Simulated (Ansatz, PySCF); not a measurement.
Gas-phase reaction 5 R1 + R2 → 3 P1 + P2 + 2 P3, each structure at its B3LYP-D3(BJ)/def2-TZVP stationary point, reached from a drawn start (curvature not checked).
R1, H2 (SMILES [H][H]) (charge 0, multiplicity 1):
| atom | x (Å) | y (Å) | z (Å) |
|---|---|---|---|
| H | 0.0000 | 0.0000 | 0.3720 |
| H | 0.0000 | 0.0000 | -0.3720 |
P1: HCl (SMILES Cl), charge 0, multiplicity 1.
P2: NH3 (SMILES N), charge 0, multiplicity 1.
P3, SiH4 (SMILES [SiH4]) (charge 0, multiplicity 1):
```xyz
5

Si     0.00000     0.00000     0.00000
H      0.85468     0.85468     0.85468
H     -0.85468    -0.85468     0.85468
H     -0.85468     0.85468    -0.85468
H      0.85468    -0.85468    -0.85468
```
R2, Cl3H4NSi2 (SMILES [SiH3]N[Si](Cl)(Cl)Cl) (charge 0, multiplicity 1):
```json
[
 {"atom": "Si", "x (Å)": "1.4100", "y (Å)": "-0.2723", "z (Å)": "0.4247"},
 {"atom": "N", "x (Å)": "-0.0088", "y (Å)": "-0.4122", "z (Å)": "-0.4831"},
 {"atom": "Si", "x (Å)": "-1.5323", "y (Å)": "0.4276", "z (Å)": "-0.3117"},
 {"atom": "Cl", "x (Å)": "3.0170", "y (Å)": "0.2313", "z (Å)": "-0.7385"},
 {"atom": "Cl", "x (Å)": "1.0994", "y (Å)": "1.1846", "z (Å)": "1.8234"},
 {"atom": "Cl", "x (Å)": "1.9007", "y (Å)": "-2.0192", "z (Å)": "1.3723"},
 {"atom": "H", "x (Å)": "0.0235", "y (Å)": "-1.0872", "z (Å)": "-1.2359"},
 {"atom": "H", "x (Å)": "-2.1244", "y (Å)": "0.1944", "z (Å)": "1.0222"},
 {"atom": "H", "x (Å)": "-2.4150", "y (Å)": "-0.1298", "z (Å)": "-1.3600"},
 {"atom": "H", "x (Å)": "-1.3701", "y (Å)": "1.8828", "z (Å)": "-0.5132"}
]
```

P less R. No zero-point or thermal terms. One arrangement of each flexible species, with no search for the lowest.

The values were computed with Ansatz (a program for electronic structure); PySCF for the D3/D4 terms. No computed number here is a measurement.

Question: What is the computed reaction energy (PBE0-D3(BJ)/def2-TZVPP)?

Answer: 3.05 eV

Question: Give the reaction energy at the level B3LYP/def2-TZVPP.

Answer: 2.66 eV

Question: Predict the reaction energy from BLYP-D4/def2-TZVPP.

Answer: 3.25 eV
